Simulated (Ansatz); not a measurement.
Consider the formal hydrolysis of a C–Si bond: `C[SiH2]CC=S` + H₂O → `OCC=S` + `C[SiH3]`.

Computed with Ansatz on PBE0-D4/def2-TZVP structures; ΔE is electronic, products minus reactants. CCSD(T)/CBS is the MP2 limit (def2-TZVPP, def2-QZVPP) plus CCSD(T) − MP2 in def2-TZVPP, frozen cores. This one scheme is used for every species. DFT in def2-TZVPP. Each species was taken in one conformer, which may not be the lowest.

CCSD(T)/CBS gives +87.7 kJ/mol.

Problem. Another level gave +69.1 kJ/mol. Which?
A. MP2/def2-TZVPP
B. PBE-QIDH/def2-TZVPP
C. PBE-D4/def2-TZVPP
D. BHLYP/def2-TZVPP

Solution. D. BHLYP 69.1, PBE-QIDH 81.2, PBE-D4 73.5, MP2/def2-TZVPP 91.9 kJ/mol.

Largest T1 diagnostic among the species: 0.016.

The D4 term adds +10.2 kJ/mol with B3LYP and +6.1 kJ/mol with PBE0; it sums over pairs of atoms, weighted by their polarisabilities, and B3LYP, whose exchange is more repulsive, gets the larger term. From PBE to PBE0 (25 % exact exchange), in def2-TZVPP and without D4, ΔE moves by +4.9 kJ/mol.

B3LYP here is the variant with VWN-RPA as its local correlation; programs differ in this.
